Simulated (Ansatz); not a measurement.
Consider the formal exchange of groups at the Sn–Cl bond: `[CH3][Sn][Cl]` + `OCCCF` → `[CH3][Sn][F]` + `OCCCCl`.

Calculated with Ansatz (gas phase, PBE0-D4/def2-TZVP geometries, no zero-point term in ΔE). CBS: MP2 limit from def2 TZ/QZ plus the TZ coupled-cluster correction, frozen cores. Functionals use def2-TZVPP. def2 core potentials past Kr. For Sn outer-core shells are correlated without core-valence functions, which leaves a few kJ/mol of doubt a bond. One conformer a species, not always the lowest.

```json
{"level": "ωB97X-V", "ΔE (kJ/mol)": "14.7"}
{"level": "ωB97M-V", "ΔE (kJ/mol)": "15.8"}
{"level": "PBE", "ΔE (kJ/mol)": "14.4"}
{"level": "HF/def2-TZVPP", "ΔE (kJ/mol)": "35.7"}
{"level": "MP2/def2-TZVPP", "ΔE (kJ/mol)": "11.6"}
{"level": "SCS-MP2/def2-TZVPP", "ΔE (kJ/mol)": "13.4"}
{"level": "CCSD(T)/def2-TZVPP", "ΔE (kJ/mol)": "16.0"}
{"level": "HF/def2-QZVPP", "ΔE (kJ/mol)": "32.9"}
```

(1) What does CCSD(T)/CBS give? (An estimate is asked.)

Largest T1 diagnostic among the species: 0.015.

## Answers

(1) Computed: +11.0 kJ/mol. The listed levels differ from it by 3.7, 4.8, 3.4, 24.7, 0.6, 2.4, 5.0, 21.9 kJ/mol.

In def2-TZVPP, CCSD(T) changes the Hartree–Fock value by −19.7 kJ/mol (the triples alone add −3.0 kJ/mol) and MP2 by −24.1 kJ/mol. From PBE to PBE0 (25 % exact exchange), in def2-TZVPP and without D4, ΔE moves by +6.2 kJ/mol.
